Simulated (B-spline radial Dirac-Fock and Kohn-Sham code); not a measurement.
# Satellites and hypersatellites of the K lines of Pd⁺

System: the Pd⁺ ion, configuration 1s2 2s2 2p6 3s2 3p6 3d10 4s2 4p6 4d9.

Input of the calculation (task.json; shells as n, l, electrons):

```json
{"items": [{
  "Z": 46,
  "q": 1,
  "cfg": [[1, 0, 2], [2, 0, 2], [2, 1, 6], [3, 0, 2], [3, 1, 6], [3, 2, 10], [4, 0, 2], [4, 1, 6], [4, 2, 9]],
  "A": 106,
  "rrms": 4.5318,
  "do": ["binding", "quiet", "double"]
}]}
```

Command: `python xray_run.py task.json out`

Level of theory: Dirac-Fock energy differences between relaxed states, corrected for Breit and QED terms; a radial finite-basis atomic code. Each two-hole energy is an average over J within one jj subconfiguration, not an observable level; in light atoms, where LS coupling holds, the j-resolved values are not observed lines, and for a K spectator the Kα1 hypersatellite is nearly forbidden. The model has no electron correlation.

Lines without a spectator: Kα2 (K-L2) 21018.3 eV, Kα1 (K-L3) 21175.5 eV, Kβ3 (K-M2) 23787.4 eV, Kβ1 (K-M3) 23815.5 eV. Shifts in eV with one spectator hole (a dash: not computed, or left out as unreliable):

```
spectator hole     Kα2     Kα1     Kβ3     Kβ1
        K (1s)  +520.7  +534.6  +662.3  +665.2
    L2 (2p1/2)   +56.2   +70.4       –  +150.3
    L3 (2p3/2)   +56.5   +56.2  +135.4       –
    M2 (3p1/2)       –   +7.66  +17.17  +21.02
    M3 (3p3/2)   +5.88       –  +18.17  +17.57
    M4 (3d3/2)   +0.88   -1.47       –       –
```

With n spectator holes in 2p, averaged over the 2p shell (energies in eV):

```tsv
n	KαLⁿ	step	hypersatellite KαʰLⁿ
0	21123.0	–	21653.0
1	21183.1	+60.1	21714.5
2	21244.4	+61.3	21777.1
3	21306.9	+62.5	21841.0
4	21370.6	+63.7	21906.1
5	21435.5	+64.9	21972.5
```
